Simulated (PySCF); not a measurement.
# Reading the logs of faulty runs: AlH5NSi2 cation

All numbers below are calculated, not measured. The program is PySCF 2.14.0, an open-source quantum chemistry code, run on an isolated molecule that a program drew, which may never have been made. The molecule is AlH5NSi2 cation (charge +1, singlet), drawn as the SMILES string `[AlH]=[N][SiH+][SiH3]`.

Each row is a Hartree-Fock (HF) and frozen-core CCSD(T) single point in the cc-pV(D+d)Z basis, meant for a local HF minimum. Run 1 is clean. Each other run has one planted mistake out of seven kinds, and not every kind appears here: one electron removed, one electron added, multiplicity raised by two, geometry at a saddle point, minimal basis STO-3G, one bond length entered in bohr, all coordinates scaled. The reference is restricted for singlets and unrestricted otherwise, and also for a bond in bohr. Adding or removing an electron swaps singlet and doublet. Electrons count all cores. HOMO and LUMO are orbital energies over both spins, the gradient is its largest component, and the lowest frequency (negative if imaginary) is given only where the gradient is small. Bond lengths are over the 8 bonds as drawn. T1 is the CCSD diagnostic: over 0.02 (restricted) or 0.045 (unrestricted) a single reference is doubtful.

Geometry of the clean run:
```xyz
9
AlH5NSi2 cation, angstrom
Al    1.0028   -1.1857    4.3678
N     1.2376   -0.0625    3.1681
Si    1.5190    1.0516    2.0511
Si    0.3680    1.1812   -0.0274
H     0.7693   -2.2365    5.4683
H     2.5567    2.0624    2.3274
H    -0.2931    2.4990   -0.0436
H    -0.5896    0.0633   -0.0559
H     1.4027    1.0727   -1.0722
```

```
run,electrons,basis functions,<S^2>,HOMO (eV),LUMO (eV),gradient (hartree/bohr),lowest frequency (cm^-1),mean bond (Å),longest bond (Å),T1,HF (hartree),CCSD(T) (hartree),mistake
1,52,108,0.000,-14.49,-3.62,4.2e-05,33,1.6347,2.379,0.0184,-876.92115,-877.37931,no fault
2,52,37,0.000,-11.21,0.92,2.6e-02,-,1.6347,2.379,0.0256,-866.71133,-866.94471,minimal basis STO-3G
3,52,108,2.022,-10.39,-5.97,9.1e-02,-,1.6347,2.379,0.0642,-876.80638,-877.25187,multiplicity raised by two
4,51,108,0.768,-20.79,-11.05,5.6e-02,-,1.6347,2.379,0.0514,-876.45592,-876.87631,one electron removed
5,52,108,0.857,-13.20,-3.89,8.5e-03,-,1.7987,2.786,0.0422,-876.81241,-877.25818,one bond length entered in bohr
6,53,108,0.855,-5.00,1.47,3.7e-02,-,1.6347,2.379,0.0264,-877.07791,-877.56109,?
```

**Which mistake was planted in run 6, and what did it cost?**

It counts 53 electrons, one more than the clean run, at the same geometry and basis. So the mistake is: one electron added. Subtracting run 1 and multiplying by 627.51 kcal/mol a hartree, the energy moved by -98.4 kcal/mol in HF and -114.1 kcal/mol in CCSD(T).

Cautions from the logs. Run 2: T1 is over the limit, so its CCSD(T) energy is less reliable; run 3: T1 is over the limit, so its CCSD(T) energy is less reliable; run 4: T1 is over the limit, so its CCSD(T) energy is less reliable.
